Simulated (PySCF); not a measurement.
Species: C7H9F3OS.
SMILES: `O=[S@@]1[C@@H]2CC[C@H]1[C@@H](C(F)(F)F)C2`

The closed-shell ground state was solved at several levels (PySCF, density fitting, gas phase, non-relativistic). Geometry: PBE0-D3(BJ)/def2-SVP; no solvent, vibrations or thermal averaging.

```json
{"level": "CAM-B3LYP/def2-SVPD", "basis functions": "331", "HOMO (eV)": "-8.46", "LUMO (eV)": "0.83", "gap (eV)": "9.29", "dipole (D)": "2.66"}
{"level": "HF/pcSseg-1", "basis functions": "256", "HOMO (eV)": "-10.28", "LUMO (eV)": "3.76", "gap (eV)": "14.04", "dipole (D)": "2.98"}
```

Q: Estimate the row for PBE0/pcSseg-1, a basis of 256 functions; the other rows only guide the guess.

A: HOMO -6.99 eV, LUMO 0.25 eV, gap 7.24 eV, dipole 2.51 D.

Q: Over all these levels, which gives the widest orbital gap and which the narrowest?

A: HF/pcSseg-1 (Hartree–Fock, all exact exchange) has the widest, 14.04 eV, and PBE0/pcSseg-1 (global hybrid, 25 % exact exchange) the narrowest, 7.24 eV. The two share the basis. From the narrowest to the widest the HOMO moves by -3.29 eV and the LUMO by +3.51 eV. The HOMO need not be the same orbital at Hartree–Fock and at DFT levels.

Q: How far do the dipole and the HOMO energy spread over the levels?

A: The dipole runs from 2.51 to 2.98 D (mean 2.72 D) and the HOMO from -10.28 to -6.99 eV.
